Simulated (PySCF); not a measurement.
In(OH)3(MeCN), C2H6InNO3, singlet, PBE0/def2-SVP optimised geometry.

```
13

In    -0.60    -2.60     0.00
O     -1.57    -2.97    -1.72
H     -0.93    -3.17    -2.42
O      1.40    -2.60     0.00
H      1.73    -2.85     0.87
O     -1.57    -2.94     1.73
H     -2.43    -3.33     1.55
C     -1.13     2.38     0.06
C     -0.98     0.94     0.03
N     -0.87    -0.21     0.00
H     -0.13     2.85     0.01
H     -1.62     2.68     1.00
H     -1.73     2.71    -0.79
```

Density from PBE0/def2-TZVP, def2 effective core potentials past Kr run with PySCF at that geometry. The core electrons that the potentials of In replace are not part of the density.

Minimum of the electron density along straight lines between bonded atoms, close to the bond critical point (lines longer than 1.1 times the sum of covalent radii, or with two minima, are not listed):

```json
[
 {"bond": "In1–O2", "length / Å": "2.008", "ρ at the minimum / e bohr⁻³": "0.110", "∇²ρ there / e bohr⁻⁵": "0.47", "position (fraction from the first atom)": "0.52"},
 {"bond": "O2–H3", "length / Å": "0.964", "ρ at the minimum / e bohr⁻³": "0.357", "∇²ρ there / e bohr⁻⁵": "-2.34", "position (fraction from the first atom)": "0.80"},
 {"bond": "In1–O4", "length / Å": "2.008", "ρ at the minimum / e bohr⁻³": "0.110", "∇²ρ there / e bohr⁻⁵": "0.47", "position (fraction from the first atom)": "0.52"},
 {"bond": "O4–H5", "length / Å": "0.964", "ρ at the minimum / e bohr⁻³": "0.357", "∇²ρ there / e bohr⁻⁵": "-2.34", "position (fraction from the first atom)": "0.80"},
 {"bond": "In1–O6", "length / Å": "2.008", "ρ at the minimum / e bohr⁻³": "0.110", "∇²ρ there / e bohr⁻⁵": "0.47", "position (fraction from the first atom)": "0.52"},
 {"bond": "O6–H7", "length / Å": "0.964", "ρ at the minimum / e bohr⁻³": "0.357", "∇²ρ there / e bohr⁻⁵": "-2.34", "position (fraction from the first atom)": "0.80"},
 {"bond": "C8–C9", "length / Å": "1.448", "ρ at the minimum / e bohr⁻³": "0.272", "∇²ρ there / e bohr⁻⁵": "-0.76", "position (fraction from the first atom)": "0.44"},
 {"bond": "C9–N10", "length / Å": "1.152", "ρ at the minimum / e bohr⁻³": "0.488", "∇²ρ there / e bohr⁻⁵": "-0.11", "position (fraction from the first atom)": "0.35"},
 {"bond": "C8–H11", "length / Å": "1.099", "ρ at the minimum / e bohr⁻³": "0.273", "∇²ρ there / e bohr⁻⁵": "-0.93", "position (fraction from the first atom)": "0.65"},
 {"bond": "C8–H12", "length / Å": "1.099", "ρ at the minimum / e bohr⁻³": "0.273", "∇²ρ there / e bohr⁻⁵": "-0.93", "position (fraction from the first atom)": "0.65"},
 {"bond": "C8–H13", "length / Å": "1.099", "ρ at the minimum / e bohr⁻³": "0.273", "∇²ρ there / e bohr⁻⁵": "-0.93", "position (fraction from the first atom)": "0.65"}
]
```
